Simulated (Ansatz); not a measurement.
Start from `O=C=[N][SnH]([F])[F]` and change one atom or group to get `O=C=[N][SnH2][F]`.

Ansatz, PBE0-D4/def2-TZVP geometries, multiplicity 1. Each molecule was computed in one conformer, which needn't be the lowest.

Elements past krypton have def2 core potentials.

```tsv
property	`O=C=[N][SnH]([F])[F]`
LUMO energy (PBE0/def2-TZVPP) / eV	-1.93
HOMO energy (B3LYP/def2-TZVPP) / eV	-8.99
LUMO energy (B3LYP/def2-TZVPP) / eV	-2.30
LUMO energy (ωB97M-V/def2-TZVPP) / eV	0.13
HOMO–LUMO gap (PBE0/def2-TZVPP) / eV	7.31
HOMO–LUMO gap (B3LYP/def2-TZVPP) / eV	6.69
```

**Question.** Give the same properties after the change, and the shifts. (Estimate.)

**Answer.** The calculation gave: 
```
                             property  `O=C=[N][SnH2][F]`  shift
   LUMO energy (PBE0/def2-TZVPP) / eV               -1.07   0.86
  HOMO energy (B3LYP/def2-TZVPP) / eV               -8.39   0.60
  LUMO energy (B3LYP/def2-TZVPP) / eV               -1.40   0.90
LUMO energy (ωB97M-V/def2-TZVPP) / eV                0.61   0.48
 HOMO–LUMO gap (PBE0/def2-TZVPP) / eV                7.56   0.25
HOMO–LUMO gap (B3LYP/def2-TZVPP) / eV                6.99   0.30
```

With PBE0 the HOMO rises by 0.61 eV and the LUMO rises by 0.86 eV, so the gap widens by about 0.25 eV. PBE moves the HOMO by 0.56 eV and ωB97M-V by 0.64 eV.

B3LYP here is the variant with VWN-RPA as its local correlation; programs differ in this.
